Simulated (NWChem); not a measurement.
Species: C₂H₆F₂Si; SMILES CC(F)(F)[SiH3]

B3LYP is NWChem's, with the RPA form of VWN correlation.

Q: Give the equilibrium geometry at B3LYP/6-31G* (spherical d) (NWChem) as an XYZ file, with the point group.

A: point group Cs; any orientation.
```
11

C     -1.3464    -1.1106     0.0000
C     -0.0110    -0.3984     0.0000
F      0.7066    -0.8196     1.1106
F      0.7066    -0.8196    -1.1106
Si     0.0037     1.5269     0.0000
H     -1.1714    -2.1918     0.0000
H     -1.9240    -0.8454     0.8905
H     -1.9240    -0.8454    -0.8905
H      1.4156     1.9770     0.0000
H     -0.6943     2.0220     1.2148
H     -0.6943     2.0220    -1.2148
```
